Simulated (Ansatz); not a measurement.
Geometry optimisation, Ansatz 0.2.0, RHF/def2-SVP.

The input (input.yaml):

```yaml
crystal:
  periodic: [false, false, false]
  atoms:
    - { symbol: Al, position_ang: [-0.8963, -1.154, -0.1057] }
    - { symbol: Cl, position_ang: [0.2126, 0.1043, -2.094] }
    - { symbol: O, position_ang: [0.3295, -2.1092, 0.3957] }
    - { symbol: O, position_ang: [-2.4644, -1.4692, -0.4451] }
    - { symbol: H, position_ang: [0.2578, 1.1611, 0.8824] }
    - { symbol: F, position_ang: [-0.7104, 0.5076, 1.1824] }
    - { symbol: H, position_ang: [1.0164, 1.1231, -0.9119] }
    - { symbol: "N", position_ang: [1.2926, 1.7156, 0.2482] }
    - { symbol: H, position_ang: [0.857, -2.7934, 0.772] }
    - { symbol: H, position_ang: [-3.3469, -1.1989, -0.6432] }
    - { symbol: H, position_ang: [1.2629, 2.7161, 0.142] }
    - { symbol: H, position_ang: [2.1892, 1.3968, 0.5773] }
basis:
  gaussian: { orbitals: def2-SVP }
hamiltonian:
  xc: hf
relax:
  f_tol: 0.15
  max_steps: 25
  restrain:
    - { distance: [0, 5], at: 1.78, k: 30.0 }
    - { distance: [4, 7], at: 1.02, k: 30.0 }
    - { distance: [6, 1], at: 1.33, k: 30.0 }
    - { distance: [0, 1], at: 3.53, k: 30.0 }
    - { distance: [4, 5], at: 2.18, k: 30.0 }
    - { distance: [6, 7], at: 2.32, k: 30.0 }
```

Run as:

```bash
$ ansatz run input.yaml --threads 2 --pin off --max-ram 3072MiB --backend cpu --events-out ev --progress --plain --runs-dir out
```

Q: Where does it end, and by what steps?

A: The run converged. The restraints hold the end off the free minimum. After 11 steps the energy has fallen by 1.242 eV (the restraints' own energy left out); H9 moved furthest, 0.77 Å. Joined: Cl2–H7 (1.76 → 1.31 Å), H5–N8 (1.33 → 1.01 Å).

```tsv
step	energy less start (eV)	largest force component (eV/Å)	accepted
0	0.0000	3.429	yes
1	0.0035	3.481	yes
2	-0.6934	2.574	yes
3	-0.7638	1.484	yes
4	-0.9153	1.891	yes
5	-1.0771	1.716	yes
6	-1.1056	1.866	yes
7	-1.1049	1.837	yes
8	-1.1574	1.371	yes
9	-1.1851	1.862	yes
10	-1.2277	1.701	yes
11	-1.2416	1.639	yes
```

```xyz
12
Properties=species:S:1:pos:R:3
Al -1.061 -1.338 0.379
Cl 0.385 0.169 -2.458
O 0.192 -2.395 0.693
O -2.486 -1.768 -0.374
H 0.685 1.670 0.878
F -0.929 0.222 1.097
H 0.941 1.001 -1.617
N 1.454 2.078 0.361
H 0.373 -3.272 0.406
H -3.234 -1.255 -0.620
H 1.375 3.078 0.430
H 2.306 1.812 0.826
```

The run took 61 s on 2 threads of AMD EPYC 7571, with other jobs on the host, peak memory 0.29 GiB.
